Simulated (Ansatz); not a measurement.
Compare A (`C1CC[SiH2]C1`) with its isomer B (`C[Si]1(C)CC1`).

Isolated molecules relaxed with PBE0-D4/def2-TZVP in Ansatz; ΔE leaves out vibrations. CBS: MP2 limit from def2 TZ/QZ plus the TZ coupled-cluster correction, frozen cores. DFT in def2-TZVPP. B3LYP here is the variant with VWN-RPA as its local correlation; programs differ in this.

Question: Which is lower in electronic energy at CCSD(T)/CBS, and by how much? (Estimate.)

Answer: Ansatz gave: A, by 11.4 kcal/mol.

Question: Give E(B) − E(A) in kcal/mol with r2SCAN-D4, ωB97M-V, B3LYP-D4, B3LYP, MP2/def2-TZVPP, B2PLYP, PBE0-D4. (Estimate.)

Answer: The calculation gave: r2SCAN-D4 8.4, ωB97M-V 10.1, B3LYP-D4 10.1, B3LYP 8.7, MP2/def2-TZVPP 11.2, B2PLYP 9.9, PBE0-D4 10.7. None reverses the order clearly.

Largest T1 diagnostic: 0.010.

From PBE to PBE0 (25 % exact exchange), in def2-TZVPP and without D4, E(B) − E(A) moves by +2.0 kcal/mol. The D4 term adds +1.4 kcal/mol with B3LYP and +0.6 kcal/mol with PBE0; it sums over pairs of atoms, weighted by their polarisabilities, and B3LYP, whose exchange is more repulsive, gets the larger term.
